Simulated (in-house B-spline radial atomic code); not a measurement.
The phosphorus ion P²⁺ is squeezed into an impenetrable sphere of radius R (the orbitals vanish at R). Caution: exact exchange at fractional occupations of open shells leaves self-interaction of up to several eV. Method: non-relativistic PBE0, spin-polarised, spherical fractional occupations, point nucleus. Calculated with a B-spline radial code for spherical atoms.

Energies in eV above the free ion in [Ne] 3s2 3p1:

```tsv
R (bohr)	highest level (eV)	[Ne] 3s2 3p1	[Ne] 3s2 3d1	[Ne] 3s1 3p1 3d1	-dE/dV in [Ne] 3s2 3p1 (GPa)
7.35	-24.5	0.0009577	12.77	20.73	0.00352
6.82	-24.5	0.003217	12.82	20.76	0.0135
5	-24.2	0.1817	13.63	21.49	1.35
4.32	-23.6	0.7733	14.92	22.79	7.5
3.42	-20.5	4.989	20.77	29.04	75
2.92	-15.4	13.81	30.74	39.66	284
2.41	-3.16	39.31	56.67	66.72	1210
2.03	17.4	88.32	103.4	114.4	4040
1.89	30.1	120.6	133.3	144.4	6570
1.49	98.9	315.7	309.6	317.7	31600
```

Q: Does [Ne] 3s2 3d1 fall below [Ne] 3s2 3p1 under compression?

A: Yes, between R = 1.89 and 1.49 bohr the order changes (near 1.62 bohr by linear interpolation).

Q: Does [Ne] 3s1 3p1 3d1 fall below [Ne] 3s2 3p1 under compression?

A: No, it stays above over the whole range.

The highest level is first positive in the row R = 2.03 bohr, pushed up by confinement above the zero of the free ion's potential. Each configuration is held fixed and needn't be the lowest in the sphere.
